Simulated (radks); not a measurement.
Values are calculated unless marked as measured or tabulated.
Orbital eigenvalues (eV) of the rhodium ion Rh16+, [Ar] 3d10 4s1, at several levels of relativity; Dirac values are averaged over j with weights 2j + 1. Spin-unpolarised spherical Kohn-Sham, LDA (Slater exchange, Perdew-Wang correlation), point nucleus unless stated (finite: rms radius 4.4945 fm), a radial shooting solver on a logarithmic mesh with Libxc functionals. A level marked "c x" has the speed of light scaled by that factor.

shell       non-rel.  scalar-rel.  scalar-rel., finite nucleus  Dirac, finite nucleus  change of magnitude, last against first (%)
1s            -22744       -23411                       -23410                 -23398                                        +2.87
2s           -3569.5      -3729.5                      -3729.4                -3727.0                                        +4.41
2p           -3341.3      -3386.7                      -3386.7                -3387.1                                        +1.37
3s           -938.44      -971.28                      -971.26                -970.86                                        +3.46
3p           -847.78      -858.13                      -858.13                -858.30                                        +1.24
3d           -680.89      -677.91                      -677.91                -677.67                                        -0.47
4s           -396.39      -405.41                      -405.41                -405.31                                        +2.25
4p (empty)   -363.58      -366.60                      -366.60                -366.64                                        +0.84
5s (empty)   -219.38      -223.09                      -223.09                -223.05                                        +1.67
